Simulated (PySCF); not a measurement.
C2H9BO2Si, SMILES C[SiH2]CB(O)O.

Coordinates come from a B3LYP-D3(BJ)/def2-SVP optimisation. This is a generated structure with no PubChem entry under its InChIKey; it may be hypothetical. One conformer was computed; it need not be the lowest.

Two levels are set side by side: TDA-PBE/def2-SVPD (PySCF) and TDA-LC-ωPBE/def2-SVPD (PySCF). Vertical, same geometry. The lowest singlet is HOMO→LUMO 99 % with PBE and HOMO→LUMO 74 % with the other functional; states are paired by order. Differences are taken from unrounded values.

```
quantity                               TDA-LC-ωPBE
-------------------------------------  -----------
lowest singlet excitation (eV)                8.36
lowest triplet excitation (TDA) (eV)          7.70
first bright state (f over 0.05) (eV)         8.51
its oscillator strength                       0.14
```

### Question
What does TDA-PBE give, and how far is it from TDA-LC-ωPBE? (An estimate is asked for; the answer gives what the named calculation found.)

### Answer

```json
[
 {"quantity": "lowest singlet excitation (eV)", "TDA-PBE": "6.46", "TDA-PBE minus TDA-LC-ωPBE": "-1.90"},
 {"quantity": "lowest triplet excitation (TDA) (eV)", "TDA-PBE": "6.31", "TDA-PBE minus TDA-LC-ωPBE": "-1.39"},
 {"quantity": "first bright state (f over 0.05) (eV)", "TDA-PBE": "7.31", "TDA-PBE minus TDA-LC-ωPBE": "-1.20"},
 {"quantity": "its oscillator strength", "TDA-PBE": "0.06", "TDA-PBE minus TDA-LC-ωPBE": "-0.08"}
]
```

Functionals without exact exchange tend to place singlet excitations lower, as here. Differences between two approximate levels are no errors against the true value.

Rough cost on one machine, each run with all the roots and properties that it gave: TDA-LC-ωPBE against TDA-PBE about 4 times.
